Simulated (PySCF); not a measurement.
Compound: C2H9OPSi.
SMILES with atom numbers: `[CH3:1][CH2:2][Si@@H:3]([OH:4])[PH2:5]` (hydrogens: H6, H7, H8 on C1; H9, H10 on C2; H11 on Si3; H12 on O4; H13, H14 on P5)

Torsions of this conformer, `[CH3:1][CH2:2][Si@@H:3]([OH:4])[PH2:5]`: C1–C2–Si3–O4 56°, H–O4–Si3–C2 67°, H–P5–Si3–C2 68°, H–P5–Si3–C2 163°.

The closed-shell ground state was solved at several levels (PySCF, density fitting, gas phase, non-relativistic). The structure is a single PBE0-D3(BJ)/def2-SVP conformer in the gas phase; no vibrational or solvent corrections.

```json
{"level": "PBE0/pcSseg-2", "basis functions": "320", "total energy (Eh)": "-787.4216", "HOMO (eV)": "-7.35", "LUMO (eV)": "-0.10", "gap (eV)": "7.25", "dipole (D)": "1.24"}
{"level": "PBE/pcSseg-1", "basis functions": "144", "total energy (Eh)": "-787.2038", "HOMO (eV)": "-6.19", "LUMO (eV)": "-0.59", "gap (eV)": "5.60", "dipole (D)": "1.11"}
{"level": "PBE/def2-SVPD", "basis functions": "183", "total energy (Eh)": "-786.9437", "HOMO (eV)": "-6.21", "LUMO (eV)": "-0.87", "gap (eV)": "5.34", "dipole (D)": "1.24"}
{"level": "PBE0/6-31G", "basis functions": "71", "total energy (Eh)": "-787.1530", "HOMO (eV)": "-7.24", "LUMO (eV)": "0.60", "gap (eV)": "7.84", "dipole (D)": "1.55"}
{"level": "BHandHLYP/pcSseg-1", "basis functions": "144", "total energy (Eh)": "-787.6081", "HOMO (eV)": "-8.35", "LUMO (eV)": "1.13", "gap (eV)": "9.48", "dipole (D)": "1.20"}
{"level": "B3LYP/pcSseg-1", "basis functions": "144", "total energy (Eh)": "-787.7583", "HOMO (eV)": "-7.11", "LUMO (eV)": "0.03", "gap (eV)": "7.14", "dipole (D)": "1.16"}
{"level": "B3LYP/def2-SVPD", "basis functions": "183", "total energy (Eh)": "-787.4969", "HOMO (eV)": "-7.12", "LUMO (eV)": "-0.35", "gap (eV)": "6.77", "dipole (D)": "1.26"}
{"level": "PBE0/6-31G*", "basis functions": "96", "total energy (Eh)": "-787.2670", "HOMO (eV)": "-7.19", "LUMO (eV)": "0.59", "gap (eV)": "7.78", "dipole (D)": "1.20"}
```

Problem. Estimate the row for PBE0/pcSseg-0, a basis of 71 functions; the other rows only guide the guess.

Solution. Total energy -786.1877 Eh, HOMO -7.35 eV, LUMO 0.49 eV, gap 7.84 eV, dipole 1.24 D.

Problem. Over all these levels, which gives the widest orbital gap and which the narrowest?

Solution. BHandHLYP/pcSseg-1 (global hybrid, 50 % exact exchange) has the widest, 9.48 eV, and PBE/def2-SVPD (GGA) the narrowest, 5.34 eV. Functional and basis both differ between the two, so the spread mixes both effects.

Problem. How much does the basis alone move the frontier levels among the 4 PBE0 rows (the withheld one included)?

Solution. The HOMO by 0.16 eV and the LUMO by 0.70 eV. By rising basis size (HOMO, LUMO in eV): 6-31G -7.24, 0.60; pcSseg-0 -7.35, 0.49; 6-31G* -7.19, 0.59; pcSseg-2 -7.35, -0.10.

Problem. In the pcSseg-1 basis, how does the gap go with the fixed share of exact exchange?

Solution. PBE (0 %) 5.60 eV; B3LYP (20 %) 7.14 eV; BHandHLYP (50 %) 9.48 eV. Each rise in the share widens the gap here.

Problem. How far do the dipole and the HOMO energy spread over the levels?

Solution. The dipole runs from 1.11 to 1.55 D (mean 1.24 D) and the HOMO from -8.35 to -6.19 eV.
